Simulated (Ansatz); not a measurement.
Consider the cleavage of the Sb–Si bond: `[NH2][SbH][SiH3]` + NH₃ → `[NH2][SbH][NH2]` + SiH₄.

Calculated with Ansatz (gas phase, PBE0-D4/def2-TZVP geometries, no zero-point term in ΔE). CBS: MP2 limit from def2 TZ/QZ plus the TZ coupled-cluster correction, frozen cores. This one scheme is used for every species. DFT in def2-TZVPP. B3LYP here is the variant with VWN-RPA as its local correlation; programs differ in this. HSE06 is defined as in plane-wave codes. Elements past krypton have def2 core potentials. For Sb outer-core shells are correlated without core-valence functions, which leaves a few kJ/mol of doubt a bond. One conformer a species, not always the lowest.

```tsv
level	ΔE (kJ/mol)	difference from CCSD(T)/CBS
PBE-D4	45.2	10.0
PBE0-D4	46.9	11.7
CAM-B3LYP-D4	30.2	-5.0
ωB97X-V	32.5	-2.7
ωB97M-V	33.9	-1.3
PBE	43.3	8.1
BLYP	30.0	-5.2
B3LYP	32.3	-2.9
r2SCANh	39.3	4.1
HSE06	45.2	10.0
CAM-B3LYP	27.9	-7.3
CCSD(T)/def2-SVP	42.5	7.3
HF/def2-TZVPP	26.2	-9.0
MP2/def2-TZVPP	32.9	-2.3
CCSD/def2-TZVPP	32.7	-2.5
CCSD(T)/def2-TZVPP	33.1	-2.1
CCSD(T)/CBS	35.2	0
```

Largest T1 diagnostic among the species: 0.014.

The D4 term adds +3.1 kJ/mol with B3LYP and +1.9 kJ/mol with PBE0; it sums over pairs of atoms, weighted by their polarisabilities, and B3LYP, whose exchange is more repulsive, gets the larger term. Leaving LDA and LC-ωPBE aside and taking each functional with its dispersion term where it has one, the values, not all of them listed here, spread over 17.0 kJ/mol, from CAM-B3LYP-D4 to HSE06-D4.
